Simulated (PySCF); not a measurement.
Two species compared at the same levels of theory.

First species: C₆H₇FN₂Si.
Geometry (GFN2-xTB, Å), atoms numbered from 1 in this order:
```xyz
17
C6H7FN2Si angstrom
C     -3.4961    0.0048   -1.4373
Si    -2.8859    0.0426    0.3586
C     -1.0382    0.0192    0.3429
C      0.1704    0.0058    0.3336
C      1.5766   -0.0101    0.3424
N      2.3488   -0.0464   -0.7912
C      3.5848   -0.0524   -0.4027
N      3.6993   -0.0216    0.9546
C      2.4206    0.0053    1.4270
F      2.1940    0.0389    2.7396
H     -3.1324    0.8628   -1.9959
H     -3.1550   -0.8895   -1.9515
H     -4.5817    0.0174   -1.4815
H     -3.3541   -1.1417    1.0904
H     -3.3244    1.2738    1.0290
H      4.4311   -0.0782   -1.0583
H      4.5352   -0.0188    1.5167
```

Second species: C6H11NO2Si.
Structure used (GFN2-xTB), in Å, numbered top down from 1:
```xyz
21
C6H11NO2Si angstrom
C     -2.0972    0.8218   -0.8760
C     -1.1892   -0.2037   -0.2046
C     -1.8855   -0.8727    0.9783
O     -0.0157    0.4902    0.2383
C      1.2257   -0.1577    0.0619
Si     2.2880    1.0467    1.1759
C      1.3048   -1.4802    0.6069
N      1.3472   -2.5374    1.0446
C      1.7421   -0.0884   -1.3302
O      2.7306   -0.6311   -1.7441
H     -2.3636    1.5967   -0.1620
H     -3.0018    0.3389   -1.2342
H     -1.5893    1.2863   -1.7179
H     -0.8928   -0.9696   -0.9369
H     -1.2312   -1.6076    1.4414
H     -2.7888   -1.3734    0.6412
H     -2.1490   -0.1216    1.7193
H      3.6857    0.6353    1.0989
H      2.0365    2.3632    0.6023
H      1.7012    0.8931    2.5015
H      1.1335    0.5881   -1.9641
```

Levels: PBE0/pcSseg-1 for dipole moment, HOMO energy, LUMO energy and HOMO–LUMO gap; GFN2-xTB for rotational constant A and rotational constant C. Geometries: GFN2-xTB. Each structure is a single optimised conformer of the isolated species, non-relativistic unless stated; the electronic structure was computed with PySCF and density fitting.

Dipoles, sizes and rotational constants follow the conformer. The torsions of the flexible species, by atom-mapped SMILES:
- `[CH3:1][CH:2]([CH3:3])[O:4][C@@:5]([SiH3:6])([C:7]#[N:8])[CH:9]=[O:10]`: C1–C2–O4–C5 -139°, C2–O4–C5–Si6 -168°, O4–C5–C9–O10 -175°

Task: Which of the two has the higher dipole moment, and by how much?

Result: The second: 4.37 D against 3.64 D, a difference of 0.73 D.

Task: Which has the higher HOMO energy?

Result: The first: -6.54 eV against -7.82 eV, a difference of 1.28 eV.

Task: Which has the higher LUMO energy?

Result: The first: -0.31 eV against -1.54 eV, a difference of 1.23 eV.

Task: Which of the two has the higher rotational constant A, and by how much?

Result: The first: 2.838 GHz against 1.409 GHz, a difference of 1.429 GHz.

Task: Which of the two has the higher rotational constant C, and by how much?

Result: The second: 0.780 GHz against 0.394 GHz, a difference of 0.386 GHz.

On the first: A dipole of 3.64 D is allowed in Cs, and pure rotational transitions are dipole-allowed. In atomic units the dipole is 1.43 e·bohr (1 au = 2.5417 D).

On the second: The dipole matches unit charges of opposite sign 0.91 Å apart (1 e·Å = 4.8032 D). A dipole of 4.37 D is allowed in C1, and pure rotational transitions are dipole-allowed.
